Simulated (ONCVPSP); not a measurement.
## Which change was made? (Nb, ONCV)

| Property | Result |
| --- | --- |
| Element | niobium (Nb) |
| Generator | ONCVPSP 4.0.1 |
| Type | optimised norm-conserving Vanderbilt (ONCV) |
| Functional | PBEsol |
| Relativity | scalar-relativistic |
| Frozen core | [Ar] 3d10 |
| Valence charge | 13 |
| Reference configuration | 4s2 4p6 4d4 5s0.5 5p0.5 |
| Partial waves | 4s+5s: rc 2.05 bohr, ncon 4, nbas 8, qcut 5.9 1/bohr, 3 projectors, debl 1.9 Ha; 4p+5p: rc 1.80 bohr, ncon 5, nbas 10, qcut 9.4 1/bohr, 2 projectors; 4d: rc 1.90 bohr, ncon 4, nbas 9, qcut 5.9 1/bohr, 2 projectors, debl 0.9 Ha |
| Local potential | polynomial inside 1.75 bohr (lpopt 5, dvloc0 0 Ha) |
| Core correction | Teter function, fcfact 5.25, rcfact 1.3 |

Cutoffs, loose and tight: the cutoffs (Ha) at which the residual kinetic energy of the hardest occupied pseudo-wave falls to 1 and 0.1 mHa per electron. They do not see the model core or the augmentation charge, which bear on the density cutoff. Test errors are all-electron minus pseudo excitation energies from the reference, over the configurations 4s2 4p6 4d4 5s1 5p0; 4s2 4p6 4d4 5s0 5p0; 4s2 4p6 4d3 5s0 5p0; 4s2 4p6 4d3 5s2 5p0; variants that change the core or the reference have their own tests.

The base gives: outcome: generated; cutoff, loose: 26 Ha; cutoff, tight: 32 Ha; bound ghosts: none; GHOST(+) flags above zero: s; largest test error (meV): -2.4.

Task: After one change the result is: outcome: generated; cutoff, loose: 28 Ha; cutoff, tight: 35 Ha; bound ghosts: s; GHOST(+) flags above zero: none; largest test error (meV): -1.3. Which change was it?
A. s: qcut 4.5; p: qcut 7.2; d: qcut 4.5
B. s: qcut 5; p: qcut 8; d: qcut 5
C. s: qcut 6.3; p: qcut 10; d: qcut 6.3
D. s: qcut 3.9; p: qcut 6.3; d: qcut 3.9

Result: C. The others give: s: qcut 5; p: qcut 8; d: qcut 5 → outcome: generated; cutoff, loose: 20 Ha; cutoff, tight: 77 Ha; bound ghosts: none; GHOST(+) flags above zero: s; largest test error (meV): -2.6 | s: qcut 3.9; p: qcut 6.3; d: qcut 3.9 → outcome: generated; cutoff, loose: 76 Ha; cutoff, tight: 88 Ha; bound ghosts: none; GHOST(+) flags above zero: s; largest test error (meV): -1.5 | s: qcut 4.5; p: qcut 7.2; d: qcut 4.5 → outcome: generated; cutoff, loose: 48 Ha; cutoff, tight: 84 Ha; bound ghosts: none; GHOST(+) flags above zero: s; largest test error (meV): -2.3.
